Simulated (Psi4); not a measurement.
HCl3Ge (SMILES [Cl][GeH]([Cl])[Cl]), singlet, at a GFN2-xTB geometry, atoms displaced at random by about 0.03 Å a coordinate; B3LYP/6-31G, gradient (Psi4).

Psi4 was given this input:
```
memory 2 GB

molecule mol {
0 1
Ge   -0.048085   -0.017929    0.411174
Cl   -0.244233    1.969622   -0.285527
Cl    1.864409   -0.799275   -0.188338
Cl   -1.603321   -1.186219   -0.403269
H    -0.149552   -0.032546    1.898090
symmetry c1
no_reorient
no_com
}

set {
  basis 6-31g
  reference rks
}

gradient('b3lyp')
print_variables()
```

It wrote (shortened):

```
gradient() will perform analytic gradient computation.

   => Loading Basis Set <=

    Name: 6-31G
    Role: ORBITAL
    Keyword: BASIS

         ---------------------------------------------------------
                                   SCF
               by Justin Turney, Rob Parrish, Andy Simmonett
                          and Daniel G. A. Smith
                              RKS Reference
         ---------------------------------------------------------

  ==> Geometry <==

    Molecular point group: c1
    Full point group: C1

    Geometry (in Angstrom), charge = 0, multiplicity = 1:

       Center              X                  Y                   Z               Mass
    ------------   -----------------  -----------------  -----------------  -----------------
         GE          -0.048085000000    -0.017929000000     0.411174000000    73.921177761000
         CL          -0.244233000000     1.969622000000    -0.285527000000    34.968852682000
         CL           1.864409000000    -0.799275000000    -0.188338000000    34.968852682000
         CL          -1.603321000000    -1.186219000000    -0.403269000000    34.968852682000
         H           -0.149552000000    -0.032546000000     1.898090000000     1.007825032230

  Running in c1 symmetry.

  Rotational constants: A =      0.07271  B =      0.07016  C =      0.03998 [cm^-1]
  Rotational constants: A =   2179.88051  B =   2103.43514  C =   1198.67230 [MHz]
  Nuclear repulsion =  559.017693674066663

  Charge       = 0
  Multiplicity = 1
  Electrons    = 84
  Nalpha       = 42
  Nbeta        = 42

  ==> Algorithm <==

  SCF Algorithm Type is DF.
  DIIS enabled.
  MOM disabled.
  Fractional occupation disabled.
  Guess Type is SAD.
  Energy threshold   = 1.00e-08
  Density threshold  = 1.00e-08
  Integral threshold = 1.00e-12

  ==> Primary Basis <==

  Basis Set: 6-31G
    Blend: 6-31G
    Number of shells: 34
    Number of basis functions: 70
    Number of Cartesian functions: 70
    Spherical Harmonics?: false
    Max angular momentum: 2

  ==> DFT Potential <==

   => LibXC <=

    Version 7.1.2
    S. Lehtola, C. Steigemann, M. J. T. Oliveira, and M. A. L. Marques,  SoftwareX 7, 1–5 (2018) (10.1016/j.softx.2017.11.002)

   => Composite Functional: B3LYP <=

    B3LYP Hyb-GGA Exchange-Correlation Functional

    P. J. Stephens, F. J. Devlin, C. F. Chabalowski, and M. J. Frisch,  J. Phys. Chem. 98, 11623 (1994) (10.1021/j100096a001)

    Deriv               =              1
    GGA                 =           TRUE
    Meta                =          FALSE

    Exchange Hybrid     =           TRUE
    MP2 Hybrid          =          FALSE

   => Exchange Functionals <=

    0.0800   Slater exchange
    0.7200         Becke 88

   => Exact (HF) Exchange <=

    0.2000               HF

   => Correlation Functionals <=

    0.1900   Vosko, Wilk & Nusair (VWN5_RPA)
    0.8100   Lee, Yang & Parr

   => LibXC Density Thresholds  <==

    XC_HYB_GGA_XC_B3LYP:  1.00E-15

   => Molecular Quadrature <=

    Radial Scheme          =       TREUTLER
    Pruning Scheme         =           NONE
    Nuclear Scheme         =       TREUTLER

    Blocking Scheme        =         OCTREE
    BS radius alpha        =              1
    Pruning alpha          =              1
    Radial Points          =             75
    Spherical Points       =            302
    Total Points           =         106893
    Total Blocks           =            905
    Max Points             =            256
    Max Functions          =             63
    Weights Tolerance      =       1.00E-15

   => Loading Basis Set <=

    Name: (6-31G AUX)
    Role: JKFIT
    Keyword: DF_BASIS_SCF

  ==> Integral Setup <==

  SCF_SUBTYPE=INCORE selected. In-core MEM_DF algorithm will be used.
  Using in-core AOs.

  ==> MemDFJK: Density-Fitted J/K Matrices <==

    J tasked:                   Yes
    K tasked:                   Yes
    wK tasked:                   No
    Algorithm:                 Core
[...]
  @DF-RKS Final Energy: -3457.82819610319712
    Total Energy =                      -3457.8281961031971150
[...]
                       Andy Simmonett, and Alex Sokolov
         ------------------------------------------------------------

  ==> Geometry <==

    Molecular point group: c1
    Full point group: C1

    Geometry (in Angstrom), charge = 0, multiplicity = 1:

       Center              X                  Y                   Z               Mass
    ------------   -----------------  -----------------  -----------------  -----------------
         GE          -0.048085000000    -0.017929000000     0.411174000000    73.921177761000
         CL          -0.244233000000     1.969622000000    -0.285527000000    34.968852682000
         CL           1.864409000000    -0.799275000000    -0.188338000000    34.968852682000
         CL          -1.603321000000    -1.186219000000    -0.403269000000    34.968852682000
         H           -0.149552000000    -0.032546000000     1.898090000000     1.007825032230

  Nuclear repulsion =  559.017693674066663

  ==> Basis Set <==

  Basis Set: 6-31G
    Blend: 6-31G
    Number of shells: 34
    Number of basis functions: 70
    Number of Cartesian functions: 70
    Spherical Harmonics?: false
    Max angular momentum: 2

  ==> DFJKGrad: Density-Fitted SCF Gradients <==

    Gradient:                    1
    J tasked:                  Yes
    K tasked:                  Yes
    wK tasked:                  No
    Integrals threads:           1
    Schwarz Cutoff:          1E-12
    Fitting Condition:       1E-10

   => Auxiliary Basis Set <=

  Basis Set: (6-31G AUX)
    Blend: CC-PVDZ-JKFIT
    Number of shells: 164
    Number of basis functions: 624
    Number of Cartesian functions: 624
    Spherical Harmonics?: false
    Max angular momentum: 3

  ==> DFT Potential <==

   => LibXC <=

    Version 7.1.2
    S. Lehtola, C. Steigemann, M. J. T. Oliveira, and M. A. L. Marques,  SoftwareX 7, 1–5 (2018) (10.1016/j.softx.2017.11.002)

   => Composite Functional: B3LYP <=

    B3LYP Hyb-GGA Exchange-Correlation Functional

    P. J. Stephens, F. J. Devlin, C. F. Chabalowski, and M. J. Frisch,  J. Phys. Chem. 98, 11623 (1994) (10.1021/j100096a001)

    Deriv               =              1
    GGA                 =           TRUE
    Meta                =          FALSE

    Exchange Hybrid     =           TRUE
    MP2 Hybrid          =          FALSE

   => Exchange Functionals <=

    0.0800   Slater exchange
    0.7200         Becke 88

   => Exact (HF) Exchange <=

    0.2000               HF

   => Correlation Functionals <=

    0.1900   Vosko, Wilk & Nusair (VWN5_RPA)
    0.8100   Lee, Yang & Parr

   => LibXC Density Thresholds  <==

    XC_HYB_GGA_XC_B3LYP:  1.00E-15

   => Molecular Quadrature <=

    Radial Scheme          =       TREUTLER
    Pruning Scheme         =           NONE
    Nuclear Scheme         =       TREUTLER

    Blocking Scheme        =         OCTREE
    BS radius alpha        =              1
    Pruning alpha          =              1
    Radial Points          =             75
    Spherical Points       =            302
    Total Points           =         106893
    Total Blocks           =            905
    Max Points             =            256
    Max Functions          =             63
    Weights Tolerance      =       1.00E-15

  -Total Gradient:
     Atom            X                  Y                   Z
    ------   -----------------  -----------------  -----------------
       1       -0.010889574055     0.003243081324    -0.025604863640
       2        0.003011066578    -0.038150199321     0.013809612088
       3       -0.023464907152     0.009980812822     0.007922735086
       4        0.031210853208     0.024732745467     0.017206805353
       5        0.000100173380     0.000462319006    -0.013255874435

  Variable Map:
  ----------------------------------------------------------------------------
[...]
  Array Variable Map:
  ----------------------------------------------------------------------------
[...]
[...]
```
